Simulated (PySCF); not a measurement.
2,3,3-trifluoroprop-1-ene (C₃H₃F₃), SMILES C=C(F)C(F)F. Atoms are numbered in the order given.

```xyz
9

C     -1.6551     0.0144    -0.7517
C     -0.6233     0.4280    -0.0305
F     -0.7178     1.3984     0.8756
C      0.7826    -0.0923    -0.1139
F      0.8755    -1.0301    -1.0731
F      1.1347    -0.6462     1.0652
H     -1.5131    -0.7813    -1.4817
H     -2.6413     0.4615    -0.6182
H      1.4980     0.7212    -0.3343
```
Charge 0, spin multiplicity 1.

Geometry: PBE0-D3(BJ)/def2-SVP. Other conformers were not sampled.

Level of theory: SMD-M06-2X/6-31G* in PySCF.

Solvation free energies are E(SMD) − E(gas) at the gas-phase geometry, for 1 M in both phases. In vacuum the dipole moment is 1.43 D.

```csv
solvent,ΔG(solv) (kcal/mol),its non-electrostatic (CDS) part,dipole (D)
water,0.7,4.8,1.77
n-hexane,(withheld),(withheld),(withheld)
chlorobenzene,-2.3,0.7,1.69
```

Problem. Complete the blanks. (An estimate is asked for; the answer gives what the named calculation found.)

Solution. 
- n-hexane, ΔG(solv) (kcal/mol): -1.3
- n-hexane, its non-electrostatic (CDS) part: 0.2
- n-hexane, dipole (D): 1.56
